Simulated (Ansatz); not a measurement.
# Worked example: C2HBrF2 + MgBr → C2HF2 + MgBr2

Species: C2HBrF2 `F/C=C(\F)Br`, singlet; MgBr, doublet; C2HF2 `F/[C]=C\F`, doublet; MgBr2 `[Br][Mg][Br]`, singlet. A radical takes Br: the energy is the difference in strength between the C–Br bond broken and the Mg–Br bond made.

Shapes, held fixed at every level: PBE0-D4/def2-TZVP. Programs: Ansatz 0.2.0. Electronic energies: no zero-point or thermal term.

At B2PLYP/def2-TZVPP; 1 Eh = 2625.50 kJ/mol:

| species | energy (Eh) |
| --- | --- |
| C2HBrF2 | -2850.168885 |
| MgBr | -2773.833637 |
| C2HF2 | -276.308404 |
| MgBr2 | -5347.716649 |

Problem. Work out ΔE of the reaction at this level.

Solution. 
1. Products less reactants: (-276.308404) + (-5347.716649) − [(-2850.168885) + (-2773.833637)] = -0.022531 Eh = -59.2 kJ/mol.

Other levels give -113.9 (HF/def2-TZVPP) to -38.3 kJ/mol (PBE-D4/def2-TZVPP). No measured value is set beside it here. Spin contamination: C2HF2 (⟨S²⟩ up to 0.94). Open shells run unrestricted unless RO is named. Relativity is left out for Br unless named. Correlated rows may include outer-core shells of Br, Mg, which these sets cover unevenly.
